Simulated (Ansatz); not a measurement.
A run for Ansatz (an electronic-structure program): R-wB97M-V/def2-TZVPP on GaH4NO (SMILES [NH2][GaH][OH]), a point of a torsion scan.

Ansatz 0.2 input:
```yaml
crystal:
  periodic: [false, false, false]
  atoms:
    - {symbol: N, position_ang: [1.29141266, -0.49894365, -0.00760132]}
    - {symbol: Ga, position_ang: [-0.21760936, 0.54318971, -0.22336106]}
    - {symbol: O, position_ang: [-1.58030091, -0.34979513, -0.75498954]}
    - {symbol: H, position_ang: [1.69413691, -0.52433993, 0.92555938]}
    - {symbol: H, position_ang: [2.06238635, -0.31638259, -0.64438052]}
    - {symbol: H, position_ang: [-0.38446703, 2.05843270, 0.01889440]}
    - {symbol: H, position_ang: [-2.49669566, -0.22583177, -0.98200302]}
basis:
  gaussian:
    orbitals: def2-TZVPP
hamiltonian:
  xc: {name: wB97M-V}
scf: {lower_state_search: off}
```

Output:

```
WARN ansatz: RAYON_NUM_THREADS=1 ignored (pool sized by the plan → 1); use --threads N
Functional definition: wB97M-V
these checks for a lower state are left out or cut short: stability, starts, cluster_reference, orbital_swaps, neighbouring_geometries, increment
integrals: 0.10 GiB planned
945 factors; their error is unknown
integrals: 0.13 GiB planned
222 factors; integrals over basis functions are off by at most 6.4e-6 eV
mean field: 0.86 GiB planned
mean field evaluation 1: about -55969.0230 eV, gradient 7.4e1 eV
mean field evaluation 2: about -55964.6106 eV, gradient 9.0e1 eV
mean field evaluation 4: about -55978.2901 eV, gradient 3.9e0 eV
mean field evaluation 8: about -55978.3191 eV, gradient 5.7e-2 eV
mean field evaluation 16: about -55978.4299 eV, gradient 1.1e-5 eV
mean field -55978.42992228 eV, -2057.1693561011 hartree, gradient 3.2e-6 eV, S^2 0.000000; 0 other end points of the search recorded, 0 dependent functions left out
reference -55978.42996819 eV, -2057.1693577885 hartree; 25, 25 occupied and 141, 141 virtual orbitals, 945 factors
Total energy: -55978.42996819 eV, -2057.1693577885 hartree
Checks for a lower state left out: stability, starts, cluster_reference, orbital_swaps, neighbouring_geometries, increment
```

The calculation finished and met its thresholds.

Cost: roughly 5 core-seconds.
